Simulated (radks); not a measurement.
Spherical jellium clusters: N electrons in a uniform positive sphere of charge N and radius rs N^(1/3), rs = 3.36 bohr. Method: non-relativistic Kohn-Sham, LDA (Slater exchange, Perdew-Wang correlation), spin-polarised, spherical densities; computed with a radial shooting solver with Libxc functionals. Levels are named by radial order and angular momentum (1s, 1p, 1d, 2s, ...), and open shells are averaged over m.

N = 3, configuration 1s2 1p(up 1, down 0). This is the lowest configuration that the search found. Occupied and some empty levels:

level,occupation,eigenvalue (eV),<r> (bohr)
1s up,1,-4.7188,3.735
1s down,1,-4.3621,3.711
1p up,1,-2.2546,5.226
1p down,0,-1.8875,5.357
2s up,0,-0.59032,9.070
2s down,0,-0.45942,9.718
1d up,0,-0.18065,8.572

Energy (eV): total -3.91924, kinetic 6.5981, external -56.007, Hartree 26.241, exchange-correlation -11.073, background 30.322.
